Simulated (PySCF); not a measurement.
CuCl, SMILES [Cl][Cu], multiplicity 1.

The structure is a stationary point at PBE0-D3(BJ)/def2-TZVPD. The spin state was assumed, not searched.

Calculation: TDA-PBE/def2-TZVPD in PySCF.

Vertical excitations; the highest root listed may be one member of a degenerate set. Gas-phase values at a fixed geometry. State labels are in the subgroup C2v.

Computed excitation energies, oscillator strengths and character:
```csv
state,symmetry,energy (eV),λ (nm),f,main pairs
S1,B1,2.23,557,0.009,HOMO→LUMO (degenerate set)
S2,B2,2.23,557,0.009,HOMO−1→LUMO (degenerate set)
S3,A1,2.71,457,0.000,HOMO−3→LUMO (degenerate set)
S4,A2,2.71,457,0.000,HOMO−4→LUMO (degenerate set)
S5,A1,2.78,446,0.022,HOMO−2→LUMO 97 %
S6,B1,3.72,334,0.000,HOMO−6→LUMO (degenerate set)
S7,B2,3.72,334,0.000,HOMO−5→LUMO (degenerate set)
S8,A1,5.38,230,0.000,"HOMO→LUMO+1, HOMO−1→LUMO+2 (degenerate set)"
S9,A2,5.38,230,0.000,"HOMO→LUMO+2, HOMO−1→LUMO+1 (degenerate set)"
S10,A2,5.40,230,0.000,"HOMO−1→LUMO+1 50 %, HOMO→LUMO+2 50 %"
T1,B1,1.83,679,0,HOMO→LUMO (degenerate set)
T2,B2,1.83,679,0,HOMO−1→LUMO (degenerate set)
T3,A1,1.96,633,0,HOMO−2→LUMO 100 %
T4,A1,2.38,522,0,HOMO−3→LUMO 100 %
```
Triplets are in the Tamm–Dancoff approximation.
